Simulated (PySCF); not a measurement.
C3H7FSi2, SMILES C[SiH2]C#C[SiH2]F.

The structure is a stationary point at B3LYP-D3(BJ)/def2-SVP. The structure was generated by enumeration, and PubChem lists no compound with its InChIKey, so it may never have been made.

These are r2SCAN/def2-TZVP in PySCF values and carry that method's errors.

Isolated molecule, no solvent.

Problem. Estimate the frontier levels, gap, dipole moment and polarisability. (An estimate is asked for; the answer gives what the named calculation found.)

Solution. 
The highest occupied level is -7.31 eV, the lowest empty level comes out as -1.90 eV and the orbital gap is 5.41 eV. The dipole moment is 1.56 D, the quadrupole, principal values (traceless, Buckingham form, about the centre of nuclear charge) is -8.69, -1.55, 10.24 D·Å and the mean static polarisability is 88.3 bohr³ (13.08 Å³). The polarisability, principal values is 67.5, 71.6, 125.7 bohr³.
